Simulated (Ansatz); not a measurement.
The cluster Hg₄S₃. The state is a singlet with charge 0. Geometry r2SCAN-D4/def2-SVP.

Cartesian coordinates in Å:
```
Hg 2.214 0.409 0.080
Hg -0.954 0.607 -0.265
Hg -3.467 2.233 -0.969
Hg 0.440 -2.107 0.659
S -1.865 -1.566 0.291
S 0.811 2.233 -0.583
S 2.821 -1.808 0.787
```

In the def2 sets Hg takes a core potential; there is no spin–orbit coupling. The structure comes from a short search, and lower isomers may exist.

**Question.** Estimate the orbital energies around the gap (eV) in Ansatz with LDA (SPW92)/def2-TZVP, PBE-D4/def2-SVP, PBE0-D4/def2-SVP, PBE0-D4/def2-TZVP, r2SCAN0-D4/def2-TZVP.

**Answer.** 
```json
{"orbital": "HOMO−5", "LDA (SPW92)/def2-TZVP": "-7.54", "PBE-D4/def2-SVP": "-7.23", "PBE0-D4/def2-SVP": "-8.06", "PBE0-D4/def2-TZVP": "-8.04", "r2SCAN0-D4/def2-TZVP": "-8.23"}
{"orbital": "HOMO−4", "LDA (SPW92)/def2-TZVP": "-7.18", "PBE-D4/def2-SVP": "-6.87", "PBE0-D4/def2-SVP": "-7.80", "PBE0-D4/def2-TZVP": "-7.86", "r2SCAN0-D4/def2-TZVP": "-8.03"}
{"orbital": "HOMO−3", "LDA (SPW92)/def2-TZVP": "-7.17", "PBE-D4/def2-SVP": "-6.86", "PBE0-D4/def2-SVP": "-7.77", "PBE0-D4/def2-TZVP": "-7.80", "r2SCAN0-D4/def2-TZVP": "-7.98"}
{"orbital": "HOMO−2", "LDA (SPW92)/def2-TZVP": "-6.80", "PBE-D4/def2-SVP": "-6.49", "PBE0-D4/def2-SVP": "-7.67", "PBE0-D4/def2-TZVP": "-7.72", "r2SCAN0-D4/def2-TZVP": "-7.91"}
{"orbital": "HOMO−1", "LDA (SPW92)/def2-TZVP": "-6.07", "PBE-D4/def2-SVP": "-5.78", "PBE0-D4/def2-SVP": "-6.92", "PBE0-D4/def2-TZVP": "-6.96", "r2SCAN0-D4/def2-TZVP": "-7.14"}
{"orbital": "HOMO", "LDA (SPW92)/def2-TZVP": "-6.04", "PBE-D4/def2-SVP": "-5.76", "PBE0-D4/def2-SVP": "-6.91", "PBE0-D4/def2-TZVP": "-6.94", "r2SCAN0-D4/def2-TZVP": "-7.12"}
{"orbital": "LUMO", "LDA (SPW92)/def2-TZVP": "-3.92", "PBE-D4/def2-SVP": "-3.51", "PBE0-D4/def2-SVP": "-2.82", "PBE0-D4/def2-TZVP": "-2.89", "r2SCAN0-D4/def2-TZVP": "-2.83"}
{"orbital": "LUMO+1", "LDA (SPW92)/def2-TZVP": "-3.02", "PBE-D4/def2-SVP": "-2.67", "PBE0-D4/def2-SVP": "-1.86", "PBE0-D4/def2-TZVP": "-1.89", "r2SCAN0-D4/def2-TZVP": "-1.84"}
{"orbital": "LUMO+2", "LDA (SPW92)/def2-TZVP": "-2.91", "PBE-D4/def2-SVP": "-2.57", "PBE0-D4/def2-SVP": "-1.73", "PBE0-D4/def2-TZVP": "-1.76", "r2SCAN0-D4/def2-TZVP": "-1.70"}
{"orbital": "LUMO+3", "LDA (SPW92)/def2-TZVP": "-2.39", "PBE-D4/def2-SVP": "-1.92", "PBE0-D4/def2-SVP": "-1.24", "PBE0-D4/def2-TZVP": "-1.32", "r2SCAN0-D4/def2-TZVP": "-1.23"}
{"orbital": "LUMO+4", "LDA (SPW92)/def2-TZVP": "-2.13", "PBE-D4/def2-SVP": "-1.65", "PBE0-D4/def2-SVP": "-1.05", "PBE0-D4/def2-TZVP": "-1.28", "r2SCAN0-D4/def2-TZVP": "-1.14"}
{"orbital": "LUMO+5", "LDA (SPW92)/def2-TZVP": "-1.61", "PBE-D4/def2-SVP": "-1.12", "PBE0-D4/def2-SVP": "-0.50", "PBE0-D4/def2-TZVP": "-0.73", "r2SCAN0-D4/def2-TZVP": "-0.60"}
```
